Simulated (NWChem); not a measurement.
Species: SiNH$_{2}$Cl, singlet; SMILES [Si](Cl)N

```xyz
5

Si     0.7247     0.5943     0.0000
Cl    -0.1493    -1.3357     0.0000
N     -0.7260     1.5052     0.0000
H     -1.6684     1.1226     0.0000
H     -0.7135     2.5210     0.0000
```
Atoms are numbered in this order, from 1.

All runs: NWChem. Pople sets run with spherical d functions. Low-valent species are run as closed-shell singlets; no triplet was tried in these runs. The geometry was optimised at PBE0/def2-SVP. Vzz is the largest principal value of the second derivative of the potential at the nucleus (NWChem prints the opposite sign); η is the asymmetry. Non-relativistic.

```json
[
 {"level": "Hartree-Fock/6-31G*", "Vzz Cl2 (a.u.)": "1.473", "η Cl2": "0.41", "Vzz N3 (a.u.)": "-0.630", "η N3": "0.57", "relative time": "1"},
 {"level": "Hartree-Fock/def2-TZVP", "Vzz Cl2 (a.u.)": "1.585", "η Cl2": "0.46", "Vzz N3 (a.u.)": "-0.611", "η N3": "0.65", "relative time": "3"},
 {"level": "PBE/cc-pVTZ", "Vzz Cl2 (a.u.)": "1.456", "η Cl2": "0.49", "Vzz N3 (a.u.)": "-0.546", "η N3": "0.64", "relative time": "20"},
 {"level": "PBE/6-31G*", "Vzz Cl2 (a.u.)": "1.511", "η Cl2": "0.45", "Vzz N3 (a.u.)": "-0.546", "η N3": "0.62", "relative time": "1"}
]
```

Relative times are rough (shared machine, one core).
